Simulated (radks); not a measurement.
Species: Xe3.75+. Configuration: [Kr] 4d10 5s2 5p(up 2.25, down 0) (fractional occupations, a model configuration). All-electron calculation, scalar-relativistic Kohn-Sham, LDA (Slater exchange, Perdew-Wang correlation), spin-polarised, spherical densities, finite nucleus; Fermi nuclear charge, rms radius 4.7859 fm. Program: a radial shooting solver on a logarithmic mesh with Libxc functionals.

Normalised radial functions P(r) = r R(r), r in bohr:

r,5p up
0.002475,0.0026
0.002859,0.0033
0.003275,0.0042
0.003782,0.0054
0.004333,0.0069
0.005005,0.0088
0.005734,0.0111
0.006622,0.0142
0.007586,0.0179
0.008761,0.0227
0.01004,0.0284
0.01159,0.0357
0.01328,0.0441
0.01534,0.0548
0.01757,0.0668
0.02013,0.0806
0.02325,0.0973
0.02664,0.1147
0.03076,0.1342
0.03525,0.1527
0.04071,0.1710
0.04664,0.1849
0.05386,0.1934
0.06171,0.1925
0.07126,0.1787
0.08164,0.1505
0.09429,0.1028
0.108,0.0411
0.1248,-0.0384
0.1429,-0.1199
0.1651,-0.2014
0.1891,-0.2597
0.2184,-0.2857
0.2502,-0.2640
0.289,-0.1859
0.3311,-0.0644
0.3793,0.0875
0.4381,0.2517
0.5019,0.3753
0.5796,0.4367
0.6641,0.4061
0.7669,0.2747
0.8786,0.0728
1.015,-0.1882
1.163,-0.4375
1.343,-0.6595
1.538,-0.7962
1.776,-0.8435
2.035,-0.7962
2.35,-0.6692
2.693,-0.5095
3.11,-0.3377
3.563,-0.2018
4.115,-0.1009
4.714,-0.0449
5.445,-0.0159
6.238,-0.0049

5p up: eigenvalue -46.193 eV, 3 radial nodes at r = 0.117, 0.351, 0.916 bohr, <r> = 1.95 bohr, 90 % of the charge inside 2.79 bohr.
